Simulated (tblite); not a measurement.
C5H8BBrO2.
Atom-mapped SMILES: `[OH:1][B:2]([OH:3])[C@:4]12[CH2:5][C@:6]([Br:7])([CH2:8]1)[CH2:9]2` (hydrogens: H10 on O1; H11 on O3; H12, H13 on C5; H14, H15 on C8; H16, H17 on C9)

Computed with GFN2-xTB (tblite), gas phase: L-BFGS steps from a force-field or distance-geometry start until the largest atomic force falls under 0.01 eV/Å.

Step 13: E = -769.0769 eV
```
atom  x, y, z in Å  |  force x, y, z in eV/Å
O1     -2.0726   -0.2306    1.3927   -0.106  -0.003   0.047
B2     -1.6175   -0.1933    0.1221    0.056  -0.090  -0.040
O3     -2.3996   -0.2755   -0.9744    0.008  -0.070  -0.036
C4     -0.0719    0.1016   -0.0453    0.029   0.133  -0.052
C5      0.9839    0.1122    1.0900    0.012   0.014   0.011
C6      1.6566    0.7288   -0.1287   -0.039   0.003  -0.037
Br7     3.4761    1.4048   -0.2010    0.094   0.003  -0.027
C8      0.4011    1.5498   -0.3841    0.014   0.046  -0.010
C9      1.0653   -0.3856   -0.9894   -0.072  -0.010   0.003
H10    -3.0197   -0.2964    1.5336    0.062  -0.042  -0.009
H11    -3.3390   -0.4107   -0.8395    0.010   0.022  -0.023
H12     1.3612   -0.8519    1.4209   -0.032  -0.012   0.010
H13     0.7809    0.7673    1.9321    0.020   0.011   0.018
H14     0.1485    2.3196    0.3435    0.052  -0.015  -0.057
H15     0.2318    1.8874   -1.4067    0.001   0.003   0.115
H16     1.4526   -1.3896   -0.8231   -0.069   0.032   0.011
H17     0.9552   -0.1767   -2.0527   -0.042  -0.026   0.079
```

Step 14: E = -769.0785 eV
```
atom  x, y, z in Å  |  force x, y, z in eV/Å
O1     -2.0748   -0.2303    1.3942    0.126   0.008  -0.090
B2     -1.6160   -0.1949    0.1213   -0.036  -0.078   0.021
O3     -2.3986   -0.2781   -0.9762    0.036  -0.067   0.011
C4     -0.0721    0.1038   -0.0467   -0.028   0.067   0.023
C5      0.9827    0.1123    1.0904    0.030   0.033  -0.012
C6      1.6539    0.7291   -0.1293    0.050  -0.004  -0.021
Br7     3.4807    1.4053   -0.2020    0.023  -0.019  -0.026
C8      0.3991    1.5500   -0.3840    0.086   0.037   0.009
C9      1.0625   -0.3860   -0.9892   -0.026   0.022   0.026
H10    -3.0178   -0.2984    1.5329   -0.122  -0.054   0.015
H11    -3.3382   -0.4098   -0.8399    0.005   0.016  -0.026
H12     1.3606   -0.8526    1.4191   -0.042   0.006   0.017
H13     0.7818    0.7696    1.9318    0.017  -0.010   0.014
H14     0.1518    2.3189    0.3434    0.020   0.029  -0.020
H15     0.2333    1.8864   -1.4044   -0.025   0.039   0.032
H16     1.4505   -1.3883   -0.8209   -0.066   0.006   0.005
H17     0.9535   -0.1757   -2.0505   -0.048  -0.030   0.022
```

Step 15: E = -769.0797 eV
```
atom  x, y, z in Å  |  force x, y, z in eV/Å
O1     -2.0744   -0.2267    1.3943   -0.023  -0.018  -0.069
B2     -1.6160   -0.1951    0.1213   -0.039  -0.055   0.010
O3     -2.3980   -0.2795   -0.9769    0.027  -0.074   0.023
C4     -0.0721    0.1063   -0.0474   -0.046   0.018   0.059
C5      0.9833    0.1129    1.0903    0.024   0.032  -0.016
C6      1.6540    0.7288   -0.1305    0.078  -0.005  -0.002
Br7     3.4830    1.4057   -0.2025   -0.001  -0.031  -0.028
C8      0.4002    1.5508   -0.3839    0.091   0.026   0.017
C9      1.0609   -0.3865   -0.9891   -0.006   0.034   0.031
H10    -3.0199   -0.3034    1.5345    0.029  -0.035  -0.011
H11    -3.3384   -0.4102   -0.8424    0.024   0.017  -0.024
H12     1.3602   -0.8523    1.4206   -0.047   0.015   0.002
H13     0.7828    0.7702    1.9318    0.019  -0.007   0.008
H14     0.1533    2.3184    0.3432    0.016   0.057   0.013
H15     0.2328    1.8884   -1.4019   -0.026   0.048  -0.023
H16     1.4486   -1.3886   -0.8213   -0.065  -0.007   0.018
H17     0.9527   -0.1779   -2.0499   -0.055  -0.015  -0.009
```

Q: Estimate the geometry and energy of step 16. (The exact step hangs on the optimiser's Hessian estimate; all steps are aligned on step 15, rigid shifts and turns removed.)

A: E = -769.0812 eV, largest force 0.093 eV/Å
```
atom  x, y, z in Å  |  force x, y, z in eV/Å
O1     -2.0747   -0.2258    1.3933   -0.079  -0.034  -0.036
B2     -1.6160   -0.1979    0.1210   -0.022  -0.011   0.003
O3     -2.3967   -0.2829   -0.9775    0.016  -0.077   0.010
C4     -0.0726    0.1096   -0.0471   -0.028  -0.023   0.075
C5      0.9840    0.1141    1.0900    0.012   0.025  -0.006
C6      1.6551    0.7287   -0.1316    0.079  -0.001   0.017
Br7     3.4854    1.4051   -0.2038   -0.015  -0.040  -0.030
C8      0.4026    1.5523   -0.3835    0.059   0.019   0.019
C9      1.0589   -0.3860   -0.9883    0.008   0.032   0.023
H10    -3.0207   -0.3069    1.5348    0.078  -0.029  -0.022
H11    -3.3379   -0.4095   -0.8442    0.027   0.011  -0.024
H12     1.3585   -0.8520    1.4212   -0.044   0.020  -0.006
H13     0.7840    0.7706    1.9323    0.024   0.002   0.006
H14     0.1552    2.3194    0.3427    0.021   0.077   0.039
H15     0.2322    1.8902   -1.3998   -0.018   0.054  -0.060
H16     1.4452   -1.3883   -0.8207   -0.061  -0.021   0.026
H17     0.9503   -0.1793   -2.0486   -0.057  -0.003  -0.034
```

The energy changes by -0.0016 eV. The first-order estimate −F·Δx gives -0.0019 eV and the mean of the old and new forces, exact on a quadratic surface, -0.0016 eV. The step makes an angle of 47° with the force vector and moves no atom by more than 0.004 Å.

The cost below is that of the whole relaxation. The run took 0.33 s wall on an Arm Neoverse V1 with one thread, shared host with 32 logical CPUs at a one-minute load of 7.3.
